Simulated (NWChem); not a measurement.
# SiH₂OCl₂; SMILES O[SiH](Cl)Cl

```xyz
6

Si    -0.4289     0.4192     0.0000
O     -1.8976    -0.3113     0.0000
Cl     0.6627    -0.1246     1.6559
Cl     0.6627    -0.1246    -1.6559
H     -0.6599     1.8734     0.0000
H     -1.9368    -1.2732     0.0000
```
Atoms are numbered in this order, from 1.

Computed with NWChem. Geometry optimised at PBE0/def2-SVP; all other runs use it. 

```tsv
quantity	level	value
isotropic polarisability (bohr³), static	PBE0/def2-SVPD	(withheld)
vertical, lowest excitation, singlet (eV)	PBE0/def2-SVPD, TDA	(withheld)
dipole in solution (D) in water	PBE0/def2-SVP, SMD	1.36
vertical ionisation energy, ΔSCF (eV)	PBE/def2-SVP	10.72
dipole (D)	PBE0/def2-SVP	1.11
highest harmonic frequency (cm⁻¹)	PBE0/def2-SVP	(withheld)
```

Question: Fill in the missing entries.

Answer: 
- isotropic polarisability (bohr³), static, value: 56.1
- vertical, lowest excitation, singlet (eV), value: 7.90
- highest harmonic frequency (cm⁻¹), value: 3925
